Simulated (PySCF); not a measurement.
Task: What does the PBE0-D3(BJ)/def2-SVP structure of `[NH2+](C)[BH2-]C=C` look like in three dimensions?

Result: 
```
atom  x, y, z in Å
C1     2.119   -0.993    0.019
C2     1.765    0.226   -0.414
B3     0.309    0.846   -0.572
N4    -0.766   -0.271   -0.105
C5    -2.167    0.150   -0.163
H6     3.163   -1.319    0.091
H7     1.388   -1.754    0.329
H8     2.595    0.891   -0.695
H9     0.118    1.816    0.161
H10    0.019    1.117   -1.736
H11   -0.615   -1.099   -0.685
H12   -0.514   -0.555    0.845
H13   -2.848   -0.649    0.165
H14   -2.404    0.439   -1.195
H15   -2.295    1.034    0.474
```

Any rigid rotation of these coordinates is as good. Atoms count from 1 in this order. B3 (four-coordinate boron) is distorted tetrahedral (angles from 105.6° to 113.3°). Of the pairs four or more bonds apart, H7···H12 is among the closest relative to their van der Waals radii: 2.31 Å, 96 % of the sum of Bondi's values. N4 (nitrogen bonded to B, C and 2 H) is distorted tetrahedral (angles from 105.4° to 115.2°). The 5 heavy atoms lie in one plane (0.007 Å rms).

Bonds between heavy atoms (Å): C1=C2 1.341, C2–B3 1.591, B3–N4 1.619, N4–C5 1.464.

Method used: PBE0-D3(BJ)/def2-SVP geometry optimisation, gas phase in PySCF.

Point group: Cs (every atom within 0.08 Å of its image). No frequency check. The numbers are those of one conformer (C1–C2–B3–N4 0°, C2–B3–N4–C5 179°).
